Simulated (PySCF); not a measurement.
C₇H₂NOS (charge -1).
SMILES: `C#CC1=C(C#N)SC([O-])=C1`

Vertical excitations from PySCF (density fitting, frozen core in the response, grid level 2 and gas phase unless stated; continuum runs use non-equilibrium linear response for the excitations) on a GFN2-xTB geometry. Reference run:

```csv
settings,"S1, eV (f)","S2, eV (f)","S3, eV (f)","S4, eV (f)","S5, eV (f)","S6, eV (f)","T1, eV (Tamm–Dancoff)",mean α (au)
"PBE0/def2-SVPD, full TDDFT, 6 singlets",3.37 (0.138),3.97 (0.000),4.30 (0.000),4.42 (0.005),4.70 (0.003),4.90 (0.213),2.10,127.3
```

Question: What do these settings give: wB97X-D/aug-cc-pVDZ, TDA, 12 singlets?

Answer: 
| settings | S1, eV (f) | S2, eV (f) | S3, eV (f) | S4, eV (f) | S5, eV (f) | S6, eV (f) | T1, eV (Tamm–Dancoff) | mean α (au) |
| --- | --- | --- | --- | --- | --- | --- | --- | --- |
| wB97X-D/aug-cc-pVDZ, TDA, 12 singlets | 3.72 (0.244) | 3.98 (0.010) | 4.21 (0.000) | 4.38 (0.000) | 4.69 (0.000) | 4.76 (0.001) | – | 130.5 |

S1 moves by +0.35 eV; functional, basis and response scheme change together, so the shift can't be laid on one. States are counted by energy in each run and needn't keep their character from row to row.

Question: Which orbital pairs make up S1 in each run, and how does it sit against the orbital gap?

Answer: 
```
                              settings  S1 configurations (weight)  S1 (eV)  orbital gap (eV)  S1 − gap (eV)
PBE0/def2-SVPD, full TDDFT, 6 singlets                    H→L 0.97     3.37              3.88          -0.51
 wB97X-D/aug-cc-pVDZ, TDA, 12 singlets                  H→L+2 0.91     3.72              6.32          -2.60
```

